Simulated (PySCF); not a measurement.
**Correlation energy of S²⁺ (sulfur, charge +2)**

[Ne] 3s2 3p1 3d1, one real determinant (an excited configuration). Calculation: PySCF 2.14, in x2c-TZVPPall with one added diffuse shell each of s, p, d type (6s6p4d1f, 51 functions); the spin-free X2C one-electron Hamiltonian (Gaussian nucleus). Frozen: 1s2; 12 electrons correlated.

MP2 pair energies summed by pair of shells (mhartree):

```json
{"pair": "2p-2p", "energy": "-104.91", "share (%)": "41.7"}
{"pair": "3s-3d", "energy": "-35.33", "share (%)": "14.0"}
{"pair": "3s-3s", "energy": "-26.03", "share (%)": "10.3"}
{"pair": "3s-3p", "energy": "-22.61", "share (%)": "9.0"}
{"pair": "2s-2p", "energy": "-19.47", "share (%)": "7.7"}
{"pair": "2p-3s", "energy": "-19.40", "share (%)": "7.7"}
{"pair": "3p-3d", "energy": "-6.68", "share (%)": "2.7"}
{"pair": "2p-3p", "energy": "-6.45", "share (%)": "2.6"}
{"pair": "2s-2s", "energy": "-4.49", "share (%)": "1.8"}
{"pair": "2p-3d", "energy": "-3.08", "share (%)": "1.2"}
{"pair": "2s-3s", "energy": "-2.06", "share (%)": "0.8"}
{"pair": "2s-3p", "energy": "-0.95", "share (%)": "0.4"}
{"pair": "2s-3d", "energy": "-0.39", "share (%)": "0.2"}
```

Total MP2 correlation energy: -251.86 mhartree.

Same-spin part -63.68 and opposite-spin part -188.18 mhartree; SCS-MP2 scales them by 1/3 and 6/5 to -247.04 mhartree.

The reference is one real determinant that mixes LS terms of this configuration.

This basis was not built for core-valence correlation, so the inner-shell part is incomplete.
